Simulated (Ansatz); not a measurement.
The cluster K₂H₂⁻. The state is a doublet with charge -1. Geometry r2SCAN-D4/def2-TZVP, that of the neutral singlet; atoms count from 1.

Cartesian coordinates in Å:
```
K -1.0227 -0.0526 -1.4744
K 1.0232 0.0514 1.4741
H 1.2298 0.8347 -0.8845
H -1.2303 -0.8335 0.8848
```

The highest occupied level of the charge -1 doublet lies above zero (up to 0.60 eV). Energy differences disagree on whether the electron is bound (positive means bound): 0.28 eV (vertical, to the charge 0 singlet, at PBE0-D4/def2-TZVPD), but -0.16 eV at CCSD/def2-TZVPD. The structure comes from a short search, and lower isomers may exist.

**Question.** Estimate the Mulliken populations from the PBE0/def2-TZVPD orbitals of Ansatz.

**Answer.** 
```
atom  charge (e)  spin (α − β)
  K1        0.02          0.50
  K2        0.02          0.50
  H3       -0.52          0.00
  H4       -0.52          0.00
```
Mulliken values and Mayer orders depend strongly on the basis. With diffuse functions, as here, like atoms can get unlike values, and bond orders can come out too low or too high.

**Question.** Where does the spin sit?

**Answer.** Summed by element: K 1.00, H 0.00, of 1 unpaired in all. Largest on single atoms: K1 0.50, K2 0.50, H3 0.00.

**Question.** And the Mayer bond orders between bonded heavy atoms (over 0.3)?

**Answer.** K1–K2 0.92 (3.59 Å).
